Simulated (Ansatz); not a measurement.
In₁₂N₁₂. The state is a singlet with charge 0. Geometry PBE-D4/def2-SVP; atoms count from 1.

```csv
atom,x (Å),y (Å),z (Å)
In1,0.4842,2.3468,2.6962
In2,-1.9676,-1.2358,1.8504
In3,-2.8922,-0.5313,-1.4428
In4,1.4899,3.2154,-0.5674
In5,-0.2885,1.5717,-2.6160
In6,-1.4088,1.9625,0.3827
In7,0.8659,-0.6244,2.7362
In8,-2.1837,-3.3435,-0.8210
In9,2.1614,-0.0100,-1.1108
In10,3.2104,0.8706,1.5868
In11,-0.2188,-2.0032,-2.5982
In12,0.8700,-2.7964,0.6409
N13,-1.0386,0.7202,2.1336
N14,0.0084,3.5091,1.0106
N15,2.0411,1.0431,3.4274
N16,-2.1901,1.4437,-1.5143
N17,-3.2484,-1.8125,0.3096
N18,-2.3682,-2.1869,-2.7201
N19,0.7366,3.3748,-2.5111
N20,3.1014,1.7814,-0.3178
N21,0.9166,-0.2507,-2.7969
N22,-0.2367,-2.4058,2.5038
N23,-0.0366,-3.5765,-1.0676
N24,2.1924,-1.0625,0.8057
```

In the def2 sets In takes a core potential; there is no spin–orbit coupling. Single mean-field runs in def2-SVP are fitted with def2-universal-jkfit. The restricted singlet is unstable towards broken spin symmetry in Hartree–Fock (as tested in another run); at PBE0-D4/def2-SVP this wasn't settled. At PBE0-D4/def2-SVP a triplet of charge 0 lies 0.50 eV below the restricted singlet at the same geometry.

Q: Estimate the Mulliken populations from the PBE0/def2-SVP orbitals of Ansatz.

A: 
```json
{"atom": "In1", "charge (e)": "0.65"}
{"atom": "In2", "charge (e)": "0.65"}
{"atom": "In3", "charge (e)": "0.64"}
{"atom": "In4", "charge (e)": "0.57"}
{"atom": "In5", "charge (e)": "0.61"}
{"atom": "In6", "charge (e)": "0.66"}
{"atom": "In7", "charge (e)": "0.67"}
{"atom": "In8", "charge (e)": "0.66"}
{"atom": "In9", "charge (e)": "0.66"}
{"atom": "In10", "charge (e)": "0.65"}
{"atom": "In11", "charge (e)": "0.64"}
{"atom": "In12", "charge (e)": "0.65"}
{"atom": "N13", "charge (e)": "-0.76"}
{"atom": "N14", "charge (e)": "-0.62"}
{"atom": "N15", "charge (e)": "-0.59"}
{"atom": "N16", "charge (e)": "-0.65"}
{"atom": "N17", "charge (e)": "-0.64"}
{"atom": "N18", "charge (e)": "-0.62"}
{"atom": "N19", "charge (e)": "-0.51"}
{"atom": "N20", "charge (e)": "-0.63"}
{"atom": "N21", "charge (e)": "-0.65"}
{"atom": "N22", "charge (e)": "-0.62"}
{"atom": "N23", "charge (e)": "-0.64"}
{"atom": "N24", "charge (e)": "-0.75"}
```
Mulliken values depend strongly on the basis.

Q: And the Mayer bond orders between heavy atoms (over 0.3)?

A: In1–N13 0.57 (2.30 Å); In1–N14 1.02 (2.10 Å); In1–N15 0.88 (2.16 Å); In2–N13 0.79 (2.18 Å); In2–N17 1.02 (2.08 Å); In2–N22 0.82 (2.19 Å); In3–N16 0.98 (2.10 Å); In3–N17 0.76 (2.20 Å); In3–N18 0.90 (2.16 Å); In4–N14 0.77 (2.18 Å); In4–N19 1.15 (2.09 Å); In4–N20 0.77 (2.17 Å); In5–N16 0.72 (2.20 Å); In5–N19 1.20 (2.08 Å); In5–N21 0.71 (2.19 Å); In6–N13 0.80 (2.18 Å); In6–N14 0.79 (2.19 Å); In6–N16 0.94 (2.12 Å); In7–N13 0.38 (2.41 Å); In7–N15 0.81 (2.15 Å); In7–N22 0.92 (2.11 Å); In7–N24 0.40 (2.38 Å); In8–N17 0.84 (2.18 Å); In8–N18 0.77 (2.23 Å); In8–N23 0.84 (2.17 Å); In9–N20 0.80 (2.17 Å); In9–N21 0.94 (2.11 Å); In9–N24 0.79 (2.19 Å); In10–N15 0.85 (2.19 Å); In10–N20 1.01 (2.11 Å); In10–N24 0.56 (2.32 Å); In11–N18 0.90 (2.16 Å); In11–N21 0.98 (2.10 Å); In11–N23 0.75 (2.20 Å); In12–N22 0.81 (2.20 Å); In12–N23 1.02 (2.09 Å); In12–N24 0.79 (2.19 Å).
